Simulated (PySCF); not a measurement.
# Electric field gradients and quadrupole coupling constants

Species: C7H13PS.
Structure used (GFN2-xTB), in Å, numbered top down from 1:
```
atom  x, y, z in Å
S1     0.7931    2.4842   -2.3018
P2     0.3509    1.1029   -1.0212
C3     1.6565    0.5909    0.1649
C4     1.2297   -0.6997    0.8742
C5    -0.2909   -0.9060    0.8403
C6    -0.7509   -1.3825   -0.5443
C7    -0.1524   -0.5385   -1.6754
C8    -1.0284    0.3745    1.2557
C9    -1.0339    1.4280    0.1416
H10    2.5955    0.4681   -0.3811
H11    1.7955    1.4206    0.8647
H12    1.7068   -1.5596    0.3998
H13    1.5684   -0.6725    1.9125
H14   -0.5408   -1.6888    1.5651
H15   -0.4644   -2.4278   -0.6816
H16   -1.8410   -1.3373   -0.5811
H17    0.7433   -0.9996   -2.1019
H18   -0.8602   -0.3878   -2.4942
H19   -0.5446    0.7783    2.1473
H20   -2.0571    0.1276    1.5276
H21   -1.9556    1.4022   -0.4475
H22   -0.9297    2.4423    0.5356
```

Field gradients from the PBE0/pcSseg-1 density (PySCF, non-relativistic), principal values in atomic units, ordered |Vxx| ≤ |Vyy| ≤ |Vzz|:

```json
{"atom": "S1", "Vxx": "-1.1352", "Vyy": "-1.1358", "Vzz": "2.2710"}
```

Problem. Find the asymmetry η = (Vxx − Vyy)/Vzz and the couplings χ = eQV/h (234.96 MHz × Q in barn × V in au), with Q(33S) = −0.0678 b.

Solution. 
| atom | environment | nucleus | η | χzz (MHz) | χxx (MHz) | χyy (MHz) |
| --- | --- | --- | --- | --- | --- | --- |
| S1 | sulfur bonded to P | 33S | 0.00 | -36.18 | 18.08 | 18.09 |

The gradient is axial or nearly so (η below 0.05) at S1. The tensor is traceless: Vxx + Vyy + Vzz = 0.

Problem. What is Vzz at S1 in SI units (1 au = 9.71736 × 10²¹ V/m²)?

Solution. 2.2710 au = 22.068 × 10²¹ V/m².

Were the hydrogens deuterons (Q(2H) = 0.00286 b), χzz would run from 198 kHz (H14) to 204 kHz (H18, H16, H12, H19 and 5 more).

Geometry: GFN2-xTB; no solvent, vibrations or thermal averaging. GFN2-xTB bond lengths can be off by several hundredths of an ångström, more for odd bonds, and the gradients follow them. The small basis limits the accuracy of the gradients.
